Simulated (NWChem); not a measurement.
# diboron tetrafluoride (B2F4); SMILES FB(F)B(F)F

```xyz
6

F     -0.7934     0.7934     1.5528
B      0.0000     0.0000     0.8612
F      0.7934    -0.7934     1.5528
B      0.0000     0.0000    -0.8612
F      0.7934     0.7934    -1.5528
F     -0.7934    -0.7934    -1.5528
```
Atoms are numbered in this order, from 1.

Results from NWChem. Medium grid unless said otherwise, to which SCAN and Minnesota functionals are sensitive. The geometry was optimised at PBE0/def2-SVP.

For level M06-2X/def2-TZVPD:

* **highest occupied level (eV)**: -11.65
* **orbital gap (eV)**: 11.60

Q: Estimate the same quantities for level BLYP/def2-TZVPD.

A: 
| Item | Result |
|---|---|
| highest occupied level (eV) | -8.32 |
| orbital gap (eV) | 6.51 |
